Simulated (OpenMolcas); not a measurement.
# 3s2 3p along the 13-electron sequence

| Quantity | Value |
| --- | --- |
| Program | OpenMolcas |
| Method | RASSCF |
| Basis | ANO-R2 |
| Scalar Hamiltonian | X2C, finite nucleus |
| Spin-orbit coupling | RASSI with atomic mean-field integrals over the reference wave functions, term energies averaged over their components |

Active space for each ion: 3 electrons in 9 orbitals (RAS2 3s 3p; RAS3 3d, at most 2 electrons).

Computed levels in cm-1 above 2P* 1/2:

```
                                Level   Al  Si+  P2+  S3+  Cl4+  Ar5+
                              2P* 3/2  109  257  489  838  1341  2031
weight of 2P* in the lowest level (%)  100  100  100  100   100   100
```

Measured, with the error of the calculation in %. Measured levels: Al, Si+ from NIST Handbook of Basic Atomic Spectroscopic Data; P2+ from Martin, Zalubas and Musgrove, J. Phys. Chem. Ref. Data 14, 751 (1985); S3+ from NIST levels in Podobedova, Kelleher and Wiese, J. Phys. Chem. Ref. Data 38, 171 (2009); Ar5+ from Saloman, J. Phys. Chem. Ref. Data 39, 033101 (2010).

| Level | Al | Si+ | P2+ | S3+ | Ar5+ |
| --- | --- | --- | --- | --- | --- |
| 2P* 3/2 | 112 (-3.1) | 287 (-10.5) | 559 (-12.5) | 951 (-11.9) | 2208 (-8.0) |

The fine-structure level 2P* 3/2 changes by a factor of 18.6 from Al to Ar5+. Its fourth root runs 3.23, 4.00, 4.70, 5.38, 6.05, 6.71, with steps per unit of Z of 0.77, 0.70, 0.68, 0.67, 0.66; equal steps would mean a (Z - σ)^4 law with constant σ.

Active for correlation alone: 3d; no level in the range computed is led by a configuration that fills it, so any true level of that kind is missing. Without dynamic correlation excited terms often stand tens of per cent too high (terms of higher spin than the ground term too low), and those without a measured partner can miss by more than the paired ones (holds for Al; Si+). Measured partners are found by configuration, term and J. A level has none where our copy of the source lacks it or the pairing is in doubt (some pairs that miss far off the trend of their configuration count as doubtful), and it then counts in no deviation. Only configurations of the active space appear.

* marks odd parity.
